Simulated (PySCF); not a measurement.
**Electron correlation in O³⁺ (oxygen, charge +3)**

[He] 2s2 2p1, 2P determinant. All numbers are calculated (PySCF 2.14, the non-relativistic Hamiltonian (point nucleus), in aug-cc-pVDZ). Frozen: 1s2; 3 electrons correlated.

MP2 pair energies summed by pair of shells (mhartree):

| pair | energy | share (%) |
| --- | --- | --- |
| 2s-2s | -33.83 | 66.6 |
| 2s-2p | -16.98 | 33.4 |

Total MP2 correlation energy: -50.80 mhartree.

Same-spin part -2.33 and opposite-spin part -48.48 mhartree; SCS-MP2 scales them by 1/3 and 6/5 to -58.95 mhartree.

```csv
level,correlation energy (mhartree)
CCSD,-82.26
(T),-0.49
CCSD(T),-82.75
```

Diagnostics: T1 = 0.0053, D1 = 0.0102, largest double amplitude 0.138.

Cost of the coupled-cluster step: 0.12 s of wall time on 1 thread of Neoverse-V2 (shared host), for 3 correlated electrons.

Iterations:

```
CC2 = 0
CCSD nocc = (np.int64(2), np.int64(1)), nmo = (22, 22)
frozen orbitals [[0], [0]]
max_cycle = 100
direct = 0
conv_tol = 1e-08
conv_tol_normt = 1e-06
diis_space = 8
diis_start_cycle = 0
Init t2, MP2 energy = -0.0508046760463918
Init E_corr(UCCSD) = -0.0508046760464002
cycle = 1  E_corr(UCCSD) = -0.0685431526142644  dE = -0.0177384766  norm(t1,t2) = 0.051505
cycle = 2  E_corr(UCCSD) = -0.0758624012677511  dE = -0.00731924865  norm(t1,t2) = 0.0247202
cycle = 3  E_corr(UCCSD) = -0.082347324383635  dE = -0.00648492312  norm(t1,t2) = 0.0122155
cycle = 4  E_corr(UCCSD) = -0.0822332378452486  dE = 0.000114086538  norm(t1,t2) = 0.00063173
cycle = 5  E_corr(UCCSD) = -0.082266254108916  dE = -3.30162637e-05  norm(t1,t2) = 7.58153e-05
cycle = 6  E_corr(UCCSD) = -0.0822547654462997  dE = 1.14886626e-05  norm(t1,t2) = 1.70929e-05
cycle = 7  E_corr(UCCSD) = -0.0822578503271575  dE = -3.08488086e-06  norm(t1,t2) = 5.85045e-06
cycle = 8  E_corr(UCCSD) = -0.0822579240056063  dE = -7.36784489e-08  norm(t1,t2) = 1.74116e-07
cycle = 9  E_corr(UCCSD) = -0.0822579035659777  dE = 2.04396286e-08  norm(t1,t2) = 7.68203e-08
cycle = 10  E_corr(UCCSD) = -0.0822578828003441  dE = 2.07656336e-08  norm(t1,t2) = 3.78646e-08
cycle = 11  E_corr(UCCSD) = -0.0822578838855942  dE = -1.08525013e-09  norm(t1,t2) = 9.67657e-09
UCCSD converged
E(UCCSD) = -71.15793298118497  E_corr = -0.08225788388559424
UCCSD(T) correction = -0.000491559714037148
```
